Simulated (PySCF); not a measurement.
**Bonding in `OC1CCCCC1`**

Compound: C₆H₁₂O.
SMILES with atom numbers: `[OH:1][CH:2]1[CH2:3][CH2:4][CH2:5][CH2:6][CH2:7]1` (hydrogens: H8 on O1; H9 on C2; H10, H11 on C3; H12, H13 on C4; H14, H15 on C5; H16, H17 on C6; H18, H19 on C7)

Geometry (PBE0-D3(BJ)/def2-SVP, Å), atoms numbered from 1 in this order:
```
atom  x, y, z in Å
O1     2.447    1.000    0.148
C2     1.167    0.483    0.415
C3     0.058    1.377   -0.129
C4    -1.328    0.821    0.183
C5    -1.481   -0.610   -0.325
C6    -0.377   -1.510    0.221
C7     1.006   -0.946   -0.092
H8     2.552    1.031   -0.810
H9     1.088    0.468    1.517
H10    0.184    1.453   -1.227
H11    0.183    2.395    0.274
H12   -1.484    0.835    1.277
H13   -2.107    1.471   -0.246
H14   -2.472   -1.009   -0.055
H15   -1.435   -0.610   -1.429
H16   -0.490   -1.600    1.316
H17   -0.473   -2.531   -0.182
H18    1.160   -0.942   -1.189
H19    1.804   -1.574    0.335
```

Bond orders from the PBE0/pcSseg-1 density (PySCF). One conformer (not necessarily the lowest) at the PBE0-D3(BJ)/def2-SVP geometry, without solvent, vibrations or thermal averaging.

Problem. Where do the orders between heavy atoms depart from those drawn in the SMILES?

Solution. The largest departure is 0.090, at O1–C2 (drawn single, 0.910).

Problem. Give the Mayer order of every bond, beside its length.

Solution. 
```json
{"bond": "O1–C2", "drawn as": "single", "length (Å)": "1.406", "Mayer order": "0.910"}
{"bond": "C2–C3", "drawn as": "single", "length (Å)": "1.526", "Mayer order": "1.005"}
{"bond": "C3–C4", "drawn as": "single", "length (Å)": "1.525", "Mayer order": "1.028"}
{"bond": "C4–C5", "drawn as": "single", "length (Å)": "1.525", "Mayer order": "1.032"}
{"bond": "C5–C6", "drawn as": "single", "length (Å)": "1.526", "Mayer order": "1.032"}
{"bond": "C6–C7", "drawn as": "single", "length (Å)": "1.525", "Mayer order": "1.028"}
{"bond": "C7–C2", "drawn as": "single", "length (Å)": "1.525", "Mayer order": "1.005"}
{"bond": "O1–H8", "drawn as": "single", "length (Å)": "0.964", "Mayer order": "0.959"}
{"bond": "C2–H9", "drawn as": "single", "length (Å)": "1.105", "Mayer order": "0.930"}
{"bond": "C3–H10", "drawn as": "single", "length (Å)": "1.107", "Mayer order": "0.940"}
{"bond": "C3–H11", "drawn as": "single", "length (Å)": "1.101", "Mayer order": "0.949"}
{"bond": "C4–H12", "drawn as": "single", "length (Å)": "1.105", "Mayer order": "0.945"}
{"bond": "C4–H13", "drawn as": "single", "length (Å)": "1.102", "Mayer order": "0.952"}
{"bond": "C5–H14", "drawn as": "single", "length (Å)": "1.102", "Mayer order": "0.954"}
{"bond": "C5–H15", "drawn as": "single", "length (Å)": "1.105", "Mayer order": "0.946"}
{"bond": "C6–H16", "drawn as": "single", "length (Å)": "1.105", "Mayer order": "0.945"}
{"bond": "C6–H17", "drawn as": "single", "length (Å)": "1.102", "Mayer order": "0.952"}
{"bond": "C7–H18", "drawn as": "single", "length (Å)": "1.108", "Mayer order": "0.939"}
{"bond": "C7–H19", "drawn as": "single", "length (Å)": "1.102", "Mayer order": "0.949"}
```

Bonds between the same two heavy elements. C–C: lowest C2–C3 and C7–C2 (1.005, 1.526 Å), highest C4–C5 and C5–C6 (1.032, 1.525 Å). Bonds named together lie within 0.004.

Problem. Sum the orders of all bonds at each heavy atom with more than one neighbour and set the sums beside the valence in the SMILES.

Solution. O1 1.869 (drawn 2), C2 3.850 (drawn 4), C3 3.922 (drawn 4), C4 3.957 (drawn 4), C5 3.964 (drawn 4), C6 3.957 (drawn 4), C7 3.921 (drawn 4). Orders between atoms that aren't bonded are not in these sums.

The Mayer order sums products of elements of PS (density times overlap matrix) between the two atoms' basis functions, so it depends on the basis set.

These values come from a run that also computed NMR shieldings. Cost: about 18 s of CPU time on one thread; the machine was shared, so the figure is rough.
